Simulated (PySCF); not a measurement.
## Computed properties of CdHISe, SMILES [SeH][Cd][I]

Cd(I)(SeH) (CdHISe), SMILES [SeH][Cd][I]. Geometry: PBE0-D3(BJ)/def2-SVP. The structure was generated by enumeration; whether it is a known compound was not checked. The def2 effective core potentials stand for the cores of Cd, I; spin–orbit coupling is left out. Other conformers were not sampled. All values are computed for the isolated molecule unless a solvent is named; none is compared with measurement here.

**Structure.** The optimised structure has Cs symmetry. All 6 harmonic modes at PBE0-D3(BJ)/def2-SVP (PySCF) are real, so it is a minimum. With heavy atoms numbered as in [Cd:1]([I:2])[SeH:3], the shortest bond between them is Cd1–Se3 at 2.457 Å and the longest Cd1–I2 at 2.599 Å.

**Vibrations.** The strongest infrared lines (harmonic, unscaled, degenerate partners summed) lie at 285 cm⁻¹ (29 km/mol, Cd 61 %, Se 29 %, I 10 %), 2444 cm⁻¹ (9 km/mol, H 99 %), 56 cm⁻¹ (4 km/mol, Cd 63 %, Se 23 %, I 13 %). The softest mode is at 56 cm⁻¹ and the zero-point energy is 5.1 kcal/mol.

**Electronic structure.** ωB97X/def2-TZVPD (PySCF) places the frontier levels at -9.40 and -0.20 eV, a gap of 9.20 eV, and gives a dipole moment of 0.77 D and a mean polarisability of 102.2 bohr³. PBE/def2-TZVPD (PySCF) at the same geometry gives -6.08 and -2.81 eV, so its gap is 5.93 eV narrower. An orbital gap is neither the optical nor the fundamental gap.

**Excitations.** TDDFT-ωB97X/def2-SVPD (PySCF) has S1 at 4.33 eV (287 nm, f = 0.010, weak); the most intense of the 10 singlets computed lies at 6.43 eV (f = 0.10). T1 (TDA) is at 4.03 eV. TDDFT-PBE/def2-SVPD (PySCF) puts S1 at 3.39 eV. No vertical singlet excitation falls in the visible range (under 3.1 eV).
